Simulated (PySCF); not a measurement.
SMILES FCBr, PBE0/def2-SVP optimised geometry.

```
5

F      1.02    -0.66     0.00
C     -0.32    -0.66     0.00
Br    -1.02     1.15     0.00
H     -0.70    -1.15    -0.91
H     -0.70    -1.15     0.91
```

Density from PBE0/def2-TZVP (PySCF 2.14.0) at that geometry.

Minimum of the electron density along straight lines between bonded atoms, close to the bond critical point (lines longer than 1.1 times the sum of covalent radii, or with two minima, are not listed):

```
bond    length / Å  ρ at the minimum / e bohr⁻³  ∇²ρ there / e bohr⁻⁵  position (fraction from the first atom)
------  ----------  ---------------------------  --------------------  ---------------------------------------
F1–C2        1.341                        0.271                 -0.11                                     0.67
C2–Br3       1.938                        0.157                 -0.17                                     0.45
C2–H4        1.099                        0.288                 -1.05                                     0.66
C2–H5        1.099                        0.288                 -1.05                                     0.66
```
